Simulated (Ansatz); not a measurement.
A structure relaxed at PBE0-D4/def2-TZVP, charge 0, multiplicity 1:

```
atom   x (Å)   y (Å)   z (Å)
  C1   1.310  -0.266  -0.574
  C2   0.134  -0.060   0.360
  C3  -0.932  -1.113   0.129
  F4   0.622  -0.257   1.679
 Al5  -0.595   1.798   0.260
  H6   1.008  -0.116  -1.614
  H7   1.699  -1.286  -0.477
  H8   2.129   0.425  -0.353
  H9  -1.364  -1.010  -0.871
 H10  -1.742  -1.038   0.859
 H11  -0.500  -2.117   0.210
 H12  -1.253   2.262  -1.112
 H13  -0.515   2.778   1.503
```

**Question.** Give its formula and SMILES.

**Answer.** C3H8AlF, `C[C](C)(F)[AlH2]`.

**Question.** Point group (tolerance 0.08 Å, 0.16 Å for H)?

**Answer.** Cs.

**Question.** Summarise the bond lengths by kind.

**Answer.** 2 × C–C 1.516 Å; 6 × C–H 1.093 to 1.096 Å; 1 × C–F 1.420 Å; 1 × Al–C 1.999 Å; 2 × Al–H 1.584 to 1.591 Å.

Results of the Gaussian-basis code of Ansatz.
